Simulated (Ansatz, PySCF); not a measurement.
H6ClSbSi2 (SMILES [SiH3][Sb]([SiH3])[Cl]), singlet, geometry from GFN2-xTB (all electrons, no relativity). Base run: PySCF with CASSCF(4,4)/STO-3G.

Input for PySCF:
```python
from pyscf import gto, scf, mcscf
import numpy

mol = gto.M(
    atom='''
Sb    0.028625    0.047593    0.683655
Cl   -0.591912   -2.024106   -0.323344
Si    2.060040    0.380997   -0.856376
H     3.102081   -0.576965   -0.499954
H     2.581641    1.723833   -0.605969
H     1.788575    0.260513   -2.285978
Si   -1.572128    1.430535   -0.777360
H    -2.949152    1.171577   -0.368313
H    -1.464338    1.200462   -2.215213
H    -1.286941    2.841683   -0.521810
''',
    basis='sto-3g',
    charge=0,
    spin=0,
    verbose=4,
)

mf = scf.RHF(mol)
mf.kernel()
mc = mcscf.CASSCF(mf, 4, 4)
mc.fix_spin_(ss=0.0)
mc.kernel()
occ = numpy.linalg.eigvalsh(mc.fcisolver.make_rdm1(mc.ci, mc.ncas, mc.nelecas))[::-1]
ss = mc.fcisolver.spin_square(mc.ci, mc.ncas, mc.nelecas)[0]
print('natural occupations', occ.round(4), ' <S^2>', round(ss, 4))
```

Programs used: Ansatz (a first-principles code), PySCF; a row that names a program was run with it.

Each row names what was changed in the base input (with any setting that the change needs).

```csv
change,ΔE vs base (mEh),natural occupations,<S^2> of the state,outcome
base,0.000,1.98 1.97 0.03 0.02,0.00,converged
"active space = 6 electrons, 5 orbitals",-4.448,1.99 1.97 1.97 0.04 0.02,0.00,converged
"active space = 10 electrons, 8 orbitals",-18.532,2.00 1.99 1.98 1.97 1.97 0.04 0.03 0.02,0.00,converged
orbitals = fixed (CASCI); correction = SC-NEVPT2,-94.293,1.99 1.99 0.01 0.01,0.00,converged
solver = newton,0.000,1.98 1.97 0.03 0.02,0.00,converged
"code = ansatz; correction = SC-NEVPT2, all electrons",-101.8,-,-,converged
conv_tol = 1e-5,0.000,1.98 1.97 0.03 0.02,0.00,converged
state_average = 2 states,8.357,-,-,converged
"active space = 6 electrons, 4 orbitals",6.903,2.00 2.00 1.97 0.03,0.00,converged
code = ansatz,-11.511,-,-,converged
"active space = 4 electrons, 3 orbitals",-,-,-,not converged
```

Active orbitals are taken around the Fermi level unless the row says otherwise; CASSCF can end in different local minima, and two programs can end on different orbitals. State-averaged rows give the lowest state.
